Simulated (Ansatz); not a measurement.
`C[O][SnH2][SeH]` + CH₄ → `[SeH][SnH3]` + `COC` at 400 K and 1 bar (formal exchange of groups at the Sn–O bond).

Gas-phase electronic energies from Ansatz, PBE0-D4/def2-TZVP geometries. CCSD(T)/CBS adds triple-zeta CCSD(T) − MP2 to the extrapolated MP2 energy (def2 sets, frozen cores). This one scheme is used for every species. def2 core potentials past Kr. For Se, Sn outer-core shells are correlated without core-valence functions, which leaves a few kJ/mol of doubt a bond. Scalar relativity is left out up to krypton. One conformer a species, not always the lowest.

| species | CCSD(T)/CBS energy (Eh) | H − E (kJ/mol) | S (J/(mol·K)) |
| --- | --- | --- | --- |
| `C[O][SnH2][SeH]` | -2731.58380 | 201.5 | 419.8 |
| CH₄ | -40.46206 | 131.3 | 197.2 |
| `[SeH][SnH3]` | -2617.13827 | 97.4 | 338.5 |
| `COC` | -154.86276 | 230.4 | 284.5 |

H − E and S are ideal-gas, rigid-rotor, harmonic terms from PBE0-D4/def2-TZVP, for one conformer and one mirror image of each species. 1 Eh = 2625.50 kJ/mol, R = 8.31446 J/(mol·K).

By hand: ΔE, ΔH, ΔS and ΔG.

ΔE = (-2617.13827) + (-154.86276) − (-2731.58380) − (-40.46206) = 0.04483 Eh = 117.7 kJ/mol. Δ(H − E) = 97.4 + 230.4 − 201.5 − 131.3 = -5.0, so ΔH = 112.7 kJ/mol. ΔS = 338.5 + 284.5 − 419.8 − 197.2 = 6.0 J/(mol·K). ΔG = 112.7 − 400 × (6.0)/1000 = 110.3 kJ/mol.

By hand: the equilibrium constant, and the temperature at which ΔG would vanish if ΔH and ΔS stayed fixed.

log₁₀ K = −ΔG/(RT ln 10) = -14.4. ΔG = 0 at ΔH/ΔS = 18783 K, far beyond where these terms or the molecules hold.

The number of gas molecules stays the same, so ΔS is small and ΔH decides. A doubt of 5 kJ/mol in ΔE shifts log₁₀ K by 0.7 here. Other conformers and mirror images would add mixing entropy, several J/(mol·K) or more a flexible species. Modes under 60 cm⁻¹, often nearly free rotors, make the harmonic entropy too high. These are equilibria of isolated gas molecules and say nothing of rates. Largest T1 diagnostic: 0.012 (customary marks: 0.02 for closed shells, 0.045 for open ones).
